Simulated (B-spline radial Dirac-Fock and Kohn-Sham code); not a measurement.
**How the levels of neon move as electrons are removed**

Method: ΔSCF Dirac-Fock with Breit, self-energy and vacuum polarisation, finite nucleus, configuration average. Computed with a radial atomic solver. Each ion is free and in its tabulated ground configuration. No correlation.

Reference: Ne⁵⁺, [He] 2s2 2p1, with 1s 1049.5 eV. Shifts from it, in eV (a dash: the subshell is empty, belongs to an open shell averaged over j, or its hole state is left out as unreliable):

```
 ion  configuration      1s
Ne⁶⁺       [He] 2s2   +49.8
Ne⁷⁺       [He] 2s1       –
Ne⁸⁺            1s2  +145.0
Ne⁹⁺            1s1  +312.7
```
